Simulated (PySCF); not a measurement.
## Fractional electron number in Pd⁺ (palladium, charge +1)

The 4d beta orbital of [Kr] 4d9 is emptied in steps (occupation f), with all orbitals relaxed, ending at [Kr] 4d8. Calculation: PySCF 2.14, in aug-cc-pVTZ-PP with ECP28MDF (6s6p5d3f2g, 88 functions); a scalar-relativistic core potential. The exact energy is a straight line in f; departures are measured from the line between the end points of the same method.

```
  f  BHandHLYP (eV)  wB97X (eV)  r2SCAN0 (eV)
  1           0.000       0.000         0.000
0.9          -0.179      -0.125        -0.323
0.7          -0.424      -0.297        -0.758
0.5          -0.514      -0.357        -0.905
0.3          -0.439      -0.302        -0.761
0.1          -0.191      -0.130        -0.326
  0           0.000       0.000         0.000
```

For r2SCAN0, how does the orbital energy at f = 1 compare with the removal energy?

−ε = 15.502 eV against a total-energy difference of 19.086 eV. By Janak's theorem ε = ∂E/∂f, so the gap between them reflects the curvature. Along the path −ε is 16.202 (f = 0.9), 17.629 (f = 0.7), 19.076 (f = 0.5), 20.531 (f = 0.3), 21.987 (f = 0.1) eV.

```json
{"method": "BHandHLYP", "E(f=0) − E(f=1) (eV)": "19.088", "−ε at f=1 (eV)": "17.125", "−ε at f=0.5 (eV)": "19.046"}
{"method": "wB97X", "E(f=0) − E(f=1) (eV)": "19.438", "−ε at f=1 (eV)": "18.059", "−ε at f=0.5 (eV)": "19.422"}
{"method": "r2SCAN0", "E(f=0) − E(f=1) (eV)": "19.086", "−ε at f=1 (eV)": "15.502", "−ε at f=0.5 (eV)": "19.076"}
```

Reference removal energy between the ground levels: 19.43 ± 0.12 eV (semi-empirical (NIST evaluation); NIST Atomic Spectra Database, ionization energies). The calculation has no spin-orbit coupling. The determinant left behind need not be the lowest term of the ion.
